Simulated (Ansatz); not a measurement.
Ansatz (a first-principles code) input (B3LYP-D3(BJ)/def2-TZVP):

Ansatz 0.2 input:
```yaml
crystal:
  periodic: [false, false, false]
  atoms:
    - {symbol: C, position_ang: [-2.53198505, -0.89843474, -0.72621519]}
    - {symbol: C, position_ang: [-1.44169703, 0.10779104, -0.61736829]}
    - {symbol: C, position_ang: [-1.95474518, 1.42320654, -0.02070044]}
    - {symbol: C, position_ang: [-0.23983472, -0.46678060, 0.15333990]}
    - {symbol: C, position_ang: [1.01578546, 0.41234520, 0.11830898]}
    - {symbol: C, position_ang: [2.16588735, -0.21142218, 0.84551718]}
    - {symbol: C, position_ang: [3.32252981, -0.55874304, 0.29609641]}
    - {symbol: H, position_ang: [-3.56409826, -0.59136186, -0.83059987]}
    - {symbol: H, position_ang: [-2.30371464, -1.95147502, -0.82590079]}
    - {symbol: H, position_ang: [-1.08105540, 0.33259557, -1.63736886]}
    - {symbol: H, position_ang: [-2.26161707, 1.27843338, 1.01801387]}
    - {symbol: H, position_ang: [-1.19338307, 2.20303856, -0.04512813]}
    - {symbol: H, position_ang: [-2.81945246, 1.78812032, -0.57790358]}
    - {symbol: H, position_ang: [-0.53752911, -0.64233971, 1.19240174]}
    - {symbol: H, position_ang: [0.01064459, -1.44559431, -0.26488705]}
    - {symbol: H, position_ang: [1.29901062, 0.60762733, -0.92025454]}
    - {symbol: H, position_ang: [0.79216930, 1.38222093, 0.57375855]}
    - {symbol: H, position_ang: [2.00921739, -0.39869698, 1.90555265]}
    - {symbol: H, position_ang: [3.52049820, -0.39360313, -0.75736314]}
    - {symbol: H, position_ang: [4.11366620, -1.01673816, 0.87580779]}
basis:
  gaussian:
    orbitals: def2-TZVP
hamiltonian:
  xc: b3lyp
  dispersion: d3bj
magnetization: {spin_polarized: true, initial_magnetization: 1}
phonons: {temperatures: {t_min: 298.15, t_max: 298.15, t_step: 100}}
```

Output:

```
Functional definition: B3LYP
integrals: 0.28 GiB planned
1832 factors; their error is unknown
0.39 GiB of the device are held for the grids
1.96 GiB of device memory are held for the factors and their scratch space
mean field: 2.40 GiB planned
mean field evaluation 1: about -7454.5558 eV, gradient 6.0e1 eV
mean field evaluation 2: about -7443.6444 eV, gradient 7.4e1 eV
mean field evaluation 4: about -7472.0446 eV, gradient 6.0e0 eV
mean field evaluation 8: about -7472.1670 eV, gradient 5.3e-1 eV
mean field evaluation 16: about -7472.1679 eV, gradient 5.5e-4 eV
mean field -7472.16793445 eV, -274.5971067735 hartree, gradient 8.1e-5 eV, S^2 0.753958; 0 other end points of the search recorded, 0 dependent functions left out
the calculation of the forces begins
reference -7472.16828436 eV, -274.5971196328 hartree; 28, 27 occupied and 267, 268 virtual orbitals, 1832 factors
these checks for a lower state are left out or cut short: stability, starts, cluster_reference, orbital_swaps, neighbouring_geometries, increment
integrals: 0.28 GiB planned
1832 factors; their error is unknown
0.39 GiB of the device are held for the grids
1.96 GiB of device memory are held for the factors and their scratch space
mean field: 2.40 GiB planned
mean field -7472.16769571 eV, -274.5970980002 hartree, gradient 2.5e-6 eV, S^2 0.753962; 0 other end points of the search recorded, 0 dependent functions left out
the calculation of the forces begins
reference -7472.16804562 eV, -274.5971108592 hartree; 28, 27 occupied and 267, 268 virtual orbitals, 1832 factors
these checks for a lower state are left out or cut short: stability, starts, cluster_reference, orbital_swaps, neighbouring_geometries, increment
integrals: 0.28 GiB planned
1832 factors; their error is unknown
0.39 GiB of the device are held for the grids
1.96 GiB of device memory are held for the factors and their scratch space
mean field: 2.40 GiB planned
mean field evaluation 32: about -7472.1678 eV, gradient 2.5e-6 eV
mean field -7472.16782106 eV, -274.5971026068 hartree, gradient 2.5e-6 eV, S^2 0.753954; 0 other end points of the search recorded, 0 dependent functions left out
the calculation of the forces begins
reference -7472.16817099 eV, -274.5971154664 hartree; 28, 27 occupied and 267, 268 virtual orbitals, 1832 factors
these checks for a lower state are left out or cut short: stability, starts, cluster_reference, orbital_swaps, neighbouring_geometries, increment
integrals: 0.28 GiB planned
1832 factors; their error is unknown
0.39 GiB of the device are held for the grids
1.96 GiB of device memory are held for the factors and their scratch space
mean field: 2.40 GiB planned
mean field -7472.16771145 eV, -274.5970985788 hartree, gradient 2.5e-6 eV, S^2 0.753961; 0 other end points of the search recorded, 0 dependent functions left out
the calculation of the forces begins
reference -7472.16806137 eV, -274.5971114379 hartree; 28, 27 occupied and 267, 268 virtual orbitals, 1832 factors
these checks for a lower state are left out or cut short: stability, starts, cluster_reference, orbital_swaps, neighbouring_geometries, increment
integrals: 0.28 GiB planned
1832 factors; their error is unknown
0.39 GiB of the device are held for the grids
1.96 GiB of device memory are held for the factors and their scratch space
mean field: 2.40 GiB planned
mean field -7472.16780239 eV, -274.5971019207 hartree, gradient 2.5e-6 eV, S^2 0.753954; 0 other end points of the search recorded, 0 dependent functions left out
[...]
1832 factors; their error is unknown
0.39 GiB of the device are held for the grids
1.96 GiB of device memory are held for the factors and their scratch space
mean field: 2.40 GiB planned
mean field -7472.16791825 eV, -274.5971061783 hartree, gradient 2.5e-6 eV, S^2 0.753958; 0 other end points of the search recorded, 0 dependent functions left out
the calculation of the forces begins
reference -7472.16826815 eV, -274.5971190369 hartree; 28, 27 occupied and 267, 268 virtual orbitals, 1832 factors
these checks for a lower state are left out or cut short: stability, starts, cluster_reference, orbital_swaps, neighbouring_geometries, increment
integrals: 0.28 GiB planned
1832 factors; their error is unknown
0.39 GiB of the device are held for the grids
1.96 GiB of device memory are held for the factors and their scratch space
mean field: 2.40 GiB planned
mean field evaluation 800: about -7472.1679 eV, gradient 7.1e-3 eV
mean field -7472.16792889 eV, -274.5971065695 hartree, gradient 2.5e-6 eV, S^2 0.753958; 0 other end points of the search recorded, 0 dependent functions left out
the calculation of the forces begins
reference -7472.16827883 eV, -274.5971194294 hartree; 28, 27 occupied and 267, 268 virtual orbitals, 1832 factors
these checks for a lower state are left out or cut short: stability, starts, cluster_reference, orbital_swaps, neighbouring_geometries, increment
integrals: 0.28 GiB planned
1832 factors; their error is unknown
0.39 GiB of the device are held for the grids
1.96 GiB of device memory are held for the factors and their scratch space
mean field: 2.40 GiB planned
mean field -7472.16782080 eV, -274.5971025970 hartree, gradient 2.5e-6 eV, S^2 0.753958; 0 other end points of the search recorded, 0 dependent functions left out
the calculation of the forces begins
reference -7472.16817066 eV, -274.5971154541 hartree; 28, 27 occupied and 267, 268 virtual orbitals, 1832 factors
these checks for a lower state are left out or cut short: stability, starts, cluster_reference, orbital_swaps, neighbouring_geometries, increment
integrals: 0.28 GiB planned
1832 factors; their error is unknown
0.39 GiB of the device are held for the grids
1.96 GiB of device memory are held for the factors and their scratch space
mean field: 2.40 GiB planned
mean field -7472.16784479 eV, -274.5971034786 hartree, gradient 2.5e-6 eV, S^2 0.753958; 0 other end points of the search recorded, 0 dependent functions left out
the calculation of the forces begins
reference -7472.16819476 eV, -274.5971163401 hartree; 28, 27 occupied and 267, 268 virtual orbitals, 1832 factors
these checks for a lower state are left out or cut short: stability, starts, cluster_reference, orbital_swaps, neighbouring_geometries, increment
integrals: 0.28 GiB planned
1832 factors; their error is unknown
0.39 GiB of the device are held for the grids
1.96 GiB of device memory are held for the factors and their scratch space
mean field: 2.40 GiB planned
mean field -7472.16789223 eV, -274.5971052223 hartree, gradient 2.5e-6 eV, S^2 0.753958; 0 other end points of the search recorded, 0 dependent functions left out
the calculation of the forces begins
reference -7472.16824221 eV, -274.5971180837 hartree; 28, 27 occupied and 267, 268 virtual orbitals, 1832 factors
these checks for a lower state are left out or cut short: stability, starts, cluster_reference, orbital_swaps, neighbouring_geometries, increment
integrals: 0.28 GiB planned
1832 factors; their error is unknown
0.39 GiB of the device are held for the grids
1.96 GiB of device memory are held for the factors and their scratch space
mean field: 2.40 GiB planned
mean field -7472.16784834 eV, -274.5971036093 hartree, gradient 2.5e-6 eV, S^2 0.753958; 0 other end points of the search recorded, 0 dependent functions left out
the calculation of the forces begins
reference -7472.16819820 eV, -274.5971164664 hartree; 28, 27 occupied and 267, 268 virtual orbitals, 1832 factors
these checks for a lower state are left out or cut short: stability, starts, cluster_reference, orbital_swaps, neighbouring_geometries, increment
integrals: 0.28 GiB planned
1832 factors; their error is unknown
0.39 GiB of the device are held for the grids
1.96 GiB of device memory are held for the factors and their scratch space
mean field: 2.40 GiB planned
mean field evaluation 832: about -7472.2157 eV, gradient 6.8e-4 eV
mean field -7472.16790194 eV, -274.5971055790 hartree, gradient 2.5e-6 eV, S^2 0.753958; 0 other end points of the search recorded, 0 dependent functions left out
the calculation of the forces begins
reference -7472.16825183 eV, -274.5971184373 hartree; 28, 27 occupied and 267, 268 virtual orbitals, 1832 factors
these checks for a lower state are left out or cut short: stability, starts, cluster_reference, orbital_swaps, neighbouring_geometries, increment
integrals: 0.28 GiB planned
1832 factors; their error is unknown
0.39 GiB of the device are held for the grids
1.96 GiB of device memory are held for the factors and their scratch space
mean field: 2.40 GiB planned
mean field -7472.16791636 eV, -274.5971061088 hartree, gradient 2.5e-6 eV, S^2 0.753958; 0 other end points of the search recorded, 0 dependent functions left out
the calculation of the forces begins
reference -7472.16826630 eV, -274.5971189691 hartree; 28, 27 occupied and 267, 268 virtual orbitals, 1832 factors
these checks for a lower state are left out or cut short: stability, starts, cluster_reference, orbital_swaps, neighbouring_geometries, increment
integrals: 0.28 GiB planned
1832 factors; their error is unknown
0.39 GiB of the device are held for the grids
1.96 GiB of device memory are held for the factors and their scratch space
mean field: 2.40 GiB planned
mean field -7472.16789498 eV, -274.5971053233 hartree, gradient 2.5e-6 eV, S^2 0.753958; 0 other end points of the search recorded, 0 dependent functions left out
the calculation of the forces begins
reference -7472.16824494 eV, -274.5971181840 hartree; 28, 27 occupied and 267, 268 virtual orbitals, 1832 factors
these checks for a lower state are left out or cut short: stability, starts, cluster_reference, orbital_swaps, neighbouring_geometries, increment
integrals: 0.28 GiB planned
1832 factors; their error is unknown
0.39 GiB of the device are held for the grids
1.96 GiB of device memory are held for the factors and their scratch space
mean field: 2.40 GiB planned
mean field -7472.16788889 eV, -274.5971050994 hartree, gradient 2.5e-6 eV, S^2 0.753958; 0 other end points of the search recorded, 0 dependent functions left out
the calculation of the forces begins
reference -7472.16823877 eV, -274.5971179573 hartree; 28, 27 occupied and 267, 268 virtual orbitals, 1832 factors
Total energy: -7472.92001108 eV, -274.6247450800 hartree
Atom 0 at    -2.531985    -0.898435    -0.726215 Å, force    -0.001138     0.000180    -0.000017 eV/Å
Atom 1 at    -1.441697     0.107791    -0.617368 Å, force     0.000062    -0.000536    -0.000319 eV/Å
Atom 2 at    -1.954745     1.423207    -0.020700 Å, force    -0.000332     0.000246     0.000319 eV/Å
Atom 3 at    -0.239835    -0.466781     0.153340 Å, force    -0.000094    -0.000533     0.000260 eV/Å
Atom 4 at     1.015785     0.412345     0.118309 Å, force     0.000494     0.000769     0.000075 eV/Å
Atom 5 at     2.165887    -0.211422     0.845517 Å, force     0.000192    -0.000543    -0.000494 eV/Å
Atom 6 at     3.322530    -0.558743     0.296096 Å, force    -0.000105    -0.000537     0.000530 eV/Å
Atom 7 at    -3.564098    -0.591362    -0.830600 Å, force     0.000525    -0.000160    -0.000181 eV/Å
Atom 8 at    -2.303715    -1.951475    -0.825901 Å, force     0.000490     0.000265     0.000214 eV/Å
Atom 9 at    -1.081055     0.332596    -1.637369 Å, force    -0.000057     0.000287     0.000090 eV/Å
Atom 10 at    -2.261617     1.278433     1.018014 Å, force     0.000128    -0.000282    -0.000087 eV/Å
Atom 11 at    -1.193383     2.203039    -0.045128 Å, force     0.000020     0.000108     0.000082 eV/Å
Atom 12 at    -2.819452     1.788120    -0.577904 Å, force     0.000028     0.000102     0.000088 eV/Å
Atom 13 at    -0.537529    -0.642340     1.192402 Å, force    -0.000056     0.000083    -0.000160 eV/Å
Atom 14 at     0.010645    -1.445594    -0.264887 Å, force     0.000262     0.000058    -0.000035 eV/Å
Atom 15 at     1.299011     0.607627    -0.920255 Å, force    -0.000312    -0.000273     0.000001 eV/Å
Atom 16 at     0.792169     1.382221     0.573759 Å, force     0.000136    -0.000002    -0.000216 eV/Å
Atom 17 at     2.009217    -0.398697     1.905553 Å, force    -0.000211     0.000422    -0.000307 eV/Å
Atom 18 at     3.520498    -0.393603    -0.757363 Å, force    -0.000145     0.000082     0.000111 eV/Å
Atom 19 at     4.113666    -1.016738     0.875808 Å, force     0.000113     0.000264     0.000047 eV/Å
Dipole moment:    -0.042977     0.055161    -0.025555 e Å
Vibrations: 57.64 76.70 122.29 123.72 177.44 239.14 301.65 363.01 404.03 430.46 459.59 542.23 655.80 771.38 852.61 912.92 944.27 946.92 959.25 984.19 1028.47 1038.69 1048.03 1108.41 1163.16 1194.09 1241.36 1262.98 1315.22 1319.35 1334.74 1349.18 1382.23 1409.41 1458.58 1465.93 1481.67 1497.51 1499.00 1505.25 1709.10 2891.85 3012.42 3020.39 3031.22 3041.49 3064.58 3089.97 3104.40 3120.62 3132.63 3138.97 3214.00 3238.69 cm⁻¹, zero-point energy 4.850193 eV
```

It need not be the lowest isomer of its formula.
